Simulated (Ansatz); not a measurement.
Ideal-gas functions of AlBrFH₂N, SMILES `[NH2][Al]([F])[Br]` at 800 K and 1 bar, from an Ansatz frequency run at PBE0-D4/def2-TZVP.

Molar mass 141.91 g/mol, point group Cs (symmetry number 1), electronic degeneracy 1, moments of inertia 78.595, 271.823, 350.418 u Å². Harmonic wavenumbers (cm⁻¹, unscaled): 151, 192, 241, 371, 385, 392, 673, 808, 927, 1561, 3618, 3712.

Use S(trans) = R[1.5 ln M + 2.5 ln T − 1.1517]; rotational temperatures θ = 24.2544 K / I; S(rot) = R[ln(√π/σ · √(T³/θAθBθC)) + 1.5]; for each mode x = 1.438777 ν̃/T, S = R[x/(eˣ − 1) − ln(1 − e⁻ˣ)] and H = RT x/(eˣ − 1); 1 cm⁻¹ = 0.0119627 kJ/mol; R = 8.31446 J/(mol·K).

Q: By hand: the entropy, in J/(mol·K).

A: Translation 191.2. Rotation: θ = 0.3086, 0.0892, 0.0692 K, giving 126.6. Vibration, mode by mode: 19.18, 17.20, 15.33, 11.83, 11.53, 11.39, 7.22, 5.90, 4.97, 2.02, 0.09, 0.08, in all 106.7. Electronic 0.0. Sum 424.5 J/(mol·K).

Q: By hand: H − E and G − E in kJ/mol, counted from the electronic energy.

A: Zero-point energy ½ × 13031 × 0.0119627 = 77.9; thermal vibration 40.8; translation, rotation and pV give 4 RT = 26.6. H − E = 145.3 kJ/mol, and G − E = 145.3 − 800 × 424.5/1000 = -194.3 kJ/mol.

Vibration gives 25 % of the entropy. The sum counts one conformer and one mirror image; others add a mixing term.
